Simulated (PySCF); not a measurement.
Ga(Et)(Vi)2, SMILES C=[CH][Ga]([CH]=C)[CH2]C at its GFN2-xTB optimised geometry (Å):

```
18

Ga    -0.4099    -0.2189     0.0000
C     -1.3937    -2.0380    -0.0034
C     -2.9211    -1.9273    -0.0035
H     -1.0681    -2.6151     0.8725
H     -1.0688    -2.6112    -0.8823
H     -3.2675    -1.3887    -0.8869
H     -3.2681    -1.3918     0.8815
H     -3.3867    -2.9147    -0.0053
C      1.6284    -0.2189     0.0000
C      2.3042    -1.3628    -0.0300
H      2.1976     0.7116     0.0229
H      3.3867    -1.4197    -0.0332
H      1.7894    -2.3166    -0.0536
C     -1.2493     1.6394     0.0000
C     -2.5509     1.9051     0.0074
H     -0.5614     2.4895    -0.0080
H     -2.9468     2.9147     0.0063
H     -3.2937     1.1192     0.0147
```

Method: PBE0/def2-SVP (PySCF 2.14.0).

Map of the log10 of the electron density (e/bohr³), floored at −4 on the plane z = 0.8 Å:

```
|0000000000000000000000000000000|
|0000000000000000000000000000000|
|0000000000000000000000000000000|
|0000000100000000000000000000000|
|0000012221100000000000000000000|
|0000134443222221100000000000000|
|0001245554334443200000000000000|
|0001346665555554310000000000000|
|0001356776666665320000000000000|
|0002356777777765321011000000000|
|0002456788887765322222210000000|
|0012457777787765433344431000000|
|0013456666777765444555542100000|
|0012455555667766555666643100000|
|0001344444566776666777643100000|
|0001233334566787777777653210000|
|0012345444567787777887654321000|
|0013566655566777667787765432000|
|0024678876667766556778776542100|
|0024689987777765545677776543100|
|0024689887788765445677766542100|
|0024578877789865334666655432000|
|0023567766789865334555543220000|
|0023566655688764323444322100000|
|0013455544566653212333210000000|
|0002344433344432100111000000000|
|0001222221222210000000000000000|
|0000011000001000000000000000000|
|0000000000000000000000000000000|
|0000000000000000000000000000000|
|0000000000000000000000000000000|
```
Scale: ten equal steps from -4.00 (start of '0') to -0.451 (end of '9'), in the order '0123456789'; x runs from -5.50 to 5.50, y from -5.50 (bottom) to 5.50 (top).
